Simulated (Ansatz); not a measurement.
Geometry optimisation, UKS LDA/6-31G* (Ansatz).

The input (input.yaml):

```yaml
crystal:
  periodic: [false, false, false]
  atoms:
    - { symbol: Si, position_ang: [0.790524, 0.485912, 0.634768] }
    - { symbol: S, position_ang: [-0.004492, -1.046303, -2.360204] }
    - { symbol: "N", position_ang: [0.472345, 1.765944, -0.303148] }
    - { symbol: H, position_ang: [0.015743, 0.278374, -2.017717] }
    - { symbol: H, position_ang: [2.141335, 0.036591, 1.167042] }
    - { symbol: C, position_ang: [-0.616491, -0.527439, 1.279424] }
    - { symbol: H, position_ang: [-1.324419, -1.166581, -2.041635] }
    - { symbol: H, position_ang: [1.249877, 2.365905, -0.611221] }
    - { symbol: H, position_ang: [-0.452239, -1.601385, 1.081861] }
    - { symbol: H, position_ang: [-0.717661, -0.388363, 2.373367] }
    - { symbol: H, position_ang: [-1.554721, -0.202556, 0.797562] }
magnetization:
  spin_polarized: true
basis:
  gaussian: { orbitals: "6-31G*" }
hamiltonian:
  xc: lda
relax:
  f_tol: 0.03
  max_steps: 50
```

Launched with:

```bash
$ ansatz run input.yaml --threads 2 --pin off --max-ram 3072MiB --backend cpu --events-out ev --progress --plain --runs-dir out
```

Q: Where does it end, and by what steps?

A: The run converged. After 4 steps the energy has fallen by 0.046 eV; H4 moved furthest, 0.28 Å.

| step | energy less start (eV) | largest force component (eV/Å) | accepted |
| --- | --- | --- | --- |
| 0 | 0.0000 | 0.233 | yes |
| 1 | -0.0342 | 0.445 | yes |
| 2 | -0.0440 | 0.087 | yes |
| 3 | -0.0455 | 0.052 | yes |
| 4 | -0.0459 | 0.027 | yes |

```xyz
11
Properties=species:S:1:pos:R:3
Si 0.769 0.418 0.544
S 0.073 -0.902 -2.221
N 0.461 1.673 -0.436
H 0.006 0.442 -1.795
H 2.106 0.022 1.126
C -0.634 -0.554 1.247
H -1.235 -1.133 -1.920
H 1.232 2.281 -0.738
H -0.486 -1.636 1.083
H -0.713 -0.377 2.337
H -1.578 -0.236 0.772
```

Whether the end is a true minimum wasn't checked by a vibrational analysis.

Time of the run: 10 s on 2 threads of Arm Neoverse V1, on a shared host, peak memory 0.16 GiB.
